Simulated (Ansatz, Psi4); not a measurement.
The Ansatz (an electronic-structure program) input:
Ansatz 0.2 input:
```yaml
crystal:
  periodic: [false, false, false]
  atoms:
    - {symbol: C, position_ang: [1.31120828, -0.15668231, -0.21200825]}
    - {symbol: N, position_ang: [0.11562011, -0.33131293, -0.26397662]}
    - {symbol: C, position_ang: [-1.07674994, 0.25688588, 0.27315521]}
    - {symbol: H, position_ang: [1.96810973, 0.54605768, 0.28532144]}
    - {symbol: H, position_ang: [-1.70417788, 0.56801654, -0.56204592]}
    - {symbol: H, position_ang: [-1.60723309, -0.51156564, 0.83538198]}
    - {symbol: H, position_ang: [-0.87278958, 1.11546051, 0.92229710]}
basis:
  gaussian:
    orbitals: STO-3G
hamiltonian:
  xc: b3lyp5
magnetization: {spin_polarized: true, initial_magnetization: 1}
accuracy: high
```

Task: Write the same job for Psi4.

Result: This is not unique; one that fits is 
```
memory 2 GB

molecule mol {
0 2
  C     1.311208   -0.156682   -0.212008
  N     0.115620   -0.331313   -0.263977
  C    -1.076750    0.256886    0.273155
  H     1.968110    0.546058    0.285321
  H    -1.704178    0.568017   -0.562046
  H    -1.607233   -0.511566    0.835382
  H    -0.872790    1.115461    0.922297
}

set basis sto-3g
set reference uks
set scf_type pk
set puream true
set d_convergence 1e-8
set dft_radial_points 99
set dft_spherical_points 590

energy('b3lyp5')
print_variables()
```

Both were run: Ansatz gave -131.480287 Eh and Psi4 -131.480287 Eh, 0.000 mEh apart.
